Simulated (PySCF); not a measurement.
SMILES F[SiH2][GeH3], singlet (PBE/def2-SVP optimised geometry):

```
8

F      1.983    -1.142     0.000
Si     0.336    -1.142     0.000
Ge    -0.430     1.124     0.000
H     -0.133    -1.874     1.228
H     -0.133    -1.877    -1.226
H     -1.983     1.153     0.004
H      0.072     1.877    -1.259
H      0.077     1.875     1.259
```

Calculation: PBE/def2-TZVP (PySCF 2.14.0).

Problem. What are the frontier orbital energies and the dipole moment?

Solution. HOMO-2 -8.51 eV, HOMO-1 -8.16 eV, HOMO -7.19 eV, LUMO -1.48 eV, LUMO+1 -0.45 eV; dipole moment 1.26 D.

Meta-Löwdin charges at PBE/def2-TZVP: F1 -0.48, Si2 0.69, Ge3 0.04, H4 -0.08, H5 -0.08, H6 -0.03, H7 -0.02, H8 -0.02.
